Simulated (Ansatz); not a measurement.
Sites of protonation at heteroatoms (carbon was not tried) of OB(O)P:

A. OB(O)P + H+ -> OB(O)[PH3+]
B. OB(O)P + H+ -> OB([OH2+])P

Quantity: proton affinity (electronic energy difference), kcal/mol. Each molecule is optimised on its own at B3LYP-D3(BJ)/def2-TZVP (Ansatz, a first-principles code), one conformer each, not searched for the lowest. Correlated levels leave the core frozen unless marked. No spin-orbit coupling. Non-relativistic. CBS marks a two-point X^-3 extrapolation of the correlation energy; Hartree-Fock from the larger set. Positive means that the reaction releases energy.

```
   PBE0-D3(BJ)/def2-TZVP (Ansatz + dftd3)  CAM-B3LYP-D4/def2-TZVPD (Ansatz + dftd4)  CCSD/6-31G (Ansatz)  CCSD(T)/CBS(cc-pV(T+d)Z,cc-pV(Q+d)Z) (Ansatz)
-  --------------------------------------  ----------------------------------------  -------------------  ---------------------------------------------
A                                   209.2                                     208.0                208.2                                            [?]
B                                   184.3                                     181.1                191.2                                            [?]
```

Problem. Some entries are withheld; supply them.

Solution. 
- A, CCSD(T)/CBS(cc-pV(T+d)Z,cc-pV(Q+d)Z) (Ansatz): 207.8
- B, CCSD(T)/CBS(cc-pV(T+d)Z,cc-pV(Q+d)Z) (Ansatz): 182.8
